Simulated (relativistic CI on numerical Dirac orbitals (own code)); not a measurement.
Crystal-field levels of Co5+, 3d4

Calculated by Dirac-Coulomb-Breit CI, KLI orbitals optimised for each configuration, model QED, valence Slater integrals scaled by 0.9, one configuration in a parametric crystal field (own radial code). With so little scaling, terms lie 10 to 35 % too far apart, which can change the order of excited levels.

Field parameters in Wybourne normalisation: Oh B⁴₀ = 21Dq, B⁴₄ = √(5/14) B⁴₀. The field is a parameter set, without covalency.

S is read from ⟨S²⟩ = S(S + 1).

Levels (cm⁻¹, degeneracy): 0 (1), 36 (3), 72 (2), 100 (3), 128 (1), 15054 (1), 15062 (3), 15066 (3), 15461 (1), 15561 (3), 15561 (2), 15812 (3).

Which field gives this pattern?
A. Oh, 10Dq = 15300 cm⁻¹
B. Oh, 10Dq = 29400 cm⁻¹
C. Oh, 10Dq = 34100 cm⁻¹
D. Oh, 10Dq = 10600 cm⁻¹

A. Oh, 10Dq = 15300 cm⁻¹, ground level with S = 2.00.
